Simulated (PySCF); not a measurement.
AuCl₃: one-bond stretch

These are results of PySCF, B3LYP, basis Au def2-SVP with ECP60, Cl def2-SVP (scalar-relativistic core potentials, no spin–orbit coupling, density fitting), not measurements.

Rigid scan from the singlet minimum (Au–Cl 2.283 Å, Au–Cl 2.296 Å (×2); Cl–Au–Cl 96.9° (×2), Cl–Au–Cl 166.1°). Coordinate: the bond from Au to the last atom (Cl) scaled, the rest fixed. Energies in kJ/mol from the minimum.

| scale of one bond | E (kJ/mol) | dipole size (D) |
| --- | --- | --- |
| 0.92 | 29.5 | 0.37 |
| 0.96 | 6.3 | 0.40 |
| 1.00 | 0.0 | 0.42 |
| 1.05 | 7.2 | 0.45 |
| 1.12 | 32.8 | 0.48 |
| 1.20 | 70.9 | 0.50 |
| 1.35 | 141.3 | 0.50 |
| 1.55 | 211.8 | – |
| 1.80 | 263.5 | – |
| 2.20 | 238.2 | – |

At long bonds a restricted determinant can lie too high, and another spin state can fall below this curve.

Stability towards spin polarisation was not tested. No spin–orbit coupling is included, which matters more the heavier the element.

Other isomers or separated fragments may lie lower.

The scan took 22 s on 2 threads of a shared Arm Neoverse V1 host; the process peaked at 1 GiB. Launch command: `OMP_NUM_THREADS=2 python axn.py task.json out`.
